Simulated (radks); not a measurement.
All-electron atom: Ca XVI in [He] 2s2 2p0.75 3d0.25 (fractional occupations, a model configuration). Calculated with a radial shooting solver on a logarithmic mesh with Libxc functionals: scalar-relativistic Kohn-Sham, r2SCAN, spin-polarised, spherical densities, finite nucleus; open shells are filled with parallel spins first; meta-GGA in the generalised Kohn-Sham scheme; Fermi nuclear charge, rms radius 3.4776 fm.

Normalised radial functions P(r) = r R(r), r in bohr:

r          1s up  1s down    3s up
0.007483  1.1561   1.1572   0.1891
0.009287  1.3809   1.3822   0.2254
0.01162   1.6452   1.6467   0.2676
0.01442   1.9265   1.9282   0.3119
0.01804   2.2371   2.2391   0.3592
0.02239   2.5405   2.5427   0.4029
0.02779   2.8259   2.8283   0.4392
0.03477   3.0714   3.0739   0.4607
0.04315   3.2222   3.2247   0.4556
0.05398   3.2480   3.2502   0.4101
0.067     3.1139   3.1155   0.3148
0.08315   2.8098   2.8104   0.1600
0.104     2.3332   2.3323  -0.0624
0.1291    1.7738   1.7718  -0.3186
0.1615    1.1816   1.1788  -0.5794
0.2005    0.6915   0.6877  -0.7506
0.2488    0.3410   0.3390  -0.7538
0.3113    0.1303   0.1295  -0.5047
0.3863    0.0392   0.0388  -0.0223
0.4833    0.0079   0.0078   0.6047
0.5998    0.0011   0.0011   1.1178
0.7444    0.0001   0.0001   1.3175
0.9314    0.0000   0.0000   1.1214
1.156     0.0000   0.0000   0.7038
1.446     0.0000   0.0000   0.3038
1.795     0.0000   0.0000   0.0903
2.228     0.0000   0.0000   0.0167

1s up: eigenvalue -4721.9 eV, 0 radial nodes, <r> = 0.0763 bohr, 90 % of the charge inside 0.136 bohr. 1s down: eigenvalue -4717.0 eV, 0 radial nodes, <r> = 0.0762 bohr, 90 % of the charge inside 0.136 bohr. 3s up (empty): eigenvalue -400.16 eV, 2 radial nodes at r = 0.0982, 0.390 bohr, <r> = 0.783 bohr, 90 % of the charge inside 1.13 bohr.
